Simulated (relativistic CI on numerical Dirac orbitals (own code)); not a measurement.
**Radial parameters of Tm⁵²⁺**

These numbers are calculated, not measured: Dirac-Coulomb-Breit CI, orbitals from a KLI potential per configuration, model QED, unscaled Slater integrals (own radial code, finite nucleus).

Slater integrals F^k, G^k are unscaled and averaged over j, outside the closed core [Ne]; ζ comes from projecting the Hamiltonian with its Breit term on Σ l·s of the shell.

- 3s2.3p5: ζ(3p) = 1.3423e+06 cm⁻¹; <r>(3p) = 0.1999, <r^2>(3p) = 0.04626 (bohr units).
- 3s2.3p4.3d: F^2(3p,3p) = 489700, ζ(3p) = 1.3412e+06, F^2(3p,3d) = 494090, G^1(3p,3d) = 514120, G^3(3p,3d) = 347040, ζ(3d) = 183070 cm⁻¹; <r>(3p) = 0.2, <r^2>(3p) = 0.04633, <r>(3d) = 0.1772, <r^2>(3d) = 0.03625 (bohr units).
- 3s.3p5.3d: G^1(3s,3p) = 621570, ζ(3p) = 1.341e+06, G^2(3s,3d) = 391560, F^2(3p,3d) = 493870, G^1(3p,3d) = 514020, G^3(3p,3d) = 346930, ζ(3d) = 183850 cm⁻¹; <r>(3s) = 0.2045, <r^2>(3s) = 0.04778, <r>(3p) = 0.2001, <r^2>(3p) = 0.04637, <r>(3d) = 0.1773, <r^2>(3d) = 0.03629 (bohr units).

Averages of the first 10 configurations, taken without configuration mixing, which lowers the lowest level and can move excited configurations by several eV; other configurations of the list can lie among them:

```tsv
Configuration	Parity	States	Average energy above the lowest level (eV)
3s2.3p5	odd	6	92.2
3s.3p6	even	2	452.2
3s2.3p4.3d	even	150	437.4
3s.3p5.3d	odd	120	788.2
3p6.3d	even	10	1160.3
3s.3p4.3d2	even	1350	1132.4
3s2.3p3.3d.4p	even	1200	2766.0
3p6.4s	even	2	3012.1
3s.3p4.3d.4s	even	600	2971.8
3s2.3p4.4s	even	30	2285.4
```
